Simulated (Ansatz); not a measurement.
Born–Oppenheimer molecular dynamics of C$_{2}$H$_{12}$N$_{4}$Si (19 atoms, charge 0, multiplicity 1). It goes on from the last frame of an earlier run, with new velocities.

Computed with Ansatz 0.2.0, RKS PBE-D4/STO-3G.

```
ensemble                      : NVE (velocity Verlet)
time step                     : 0.25 fs
steps asked                   : 250
starting velocities drawn for : 300 K
seed                          : 927557
```

First frame:

```xyz
19
Properties=species:S:1:pos:R:3
Si -0.005 0.034 -0.042
N -0.023 -0.915 1.497
H -0.999 -0.978 1.937
H 0.489 -0.351 2.258
N 1.669 0.072 -0.441
C 2.627 -0.953 -0.031
H 2.035 -1.684 0.644
H 3.047 -1.533 -0.872
H 3.517 -0.592 0.586
C 2.269 1.141 -1.359
H 2.664 0.669 -2.267
H 1.506 1.894 -1.639
H 3.148 1.605 -0.837
N -0.612 1.673 -0.350
H -1.661 1.706 -0.343
H -0.374 2.333 0.435
N -1.134 -1.022 -0.957
H -0.765 -2.006 -0.904
H -1.037 -0.799 -1.990
```

Question: How far do the bonds stretch over the last three quarters of this one trajectory? (Pairs bonded in most of those frames.)

Answer: 
```tsv
bond	mean (Å)	spread (Å)	shortest	longest
Si1–N2	1.801	0.015	1.79	1.82
Si1–N5	1.753	0.014	1.73	1.78
Si1–N14	1.769	0.038	1.72	1.84
Si1–N17	1.790	0.007	1.78	1.80
N2–H3	1.065	0.015	1.04	1.09
N2–H4	1.064	0.012	1.04	1.09
N5–C6	1.481	0.019	1.45	1.51
N5–C10	1.483	0.033	1.42	1.54
C6–H7	1.114	0.023	1.07	1.16
C6–H8	1.121	0.058	1.04	1.21
C6–H9	1.120	0.011	1.10	1.14
C10–H11	1.118	0.008	1.10	1.14
C10–H12	1.113	0.018	1.08	1.15
C10–H13	1.123	0.022	1.09	1.16
N14–H15	1.056	0.015	1.03	1.09
N14–H16	1.055	0.012	1.03	1.08
N17–H18	1.063	0.010	1.04	1.08
N17–H19	1.063	0.004	1.06	1.07
```

Mean temperature of the second half: 192 K. The conserved energy stayed within 0.054 meV per atom of its start (net change 0.0094 meV per atom), so the integration is sound. A run of 0.062 ps of so small a system gives no equilibrium averages. Limits of this set-up: minimal basis.

The run took 12 min on 1 thread of Intel(R) Xeon(R) 6975P-C (Granite Rapids), with other jobs on the host, peak memory 0.13 GiB.
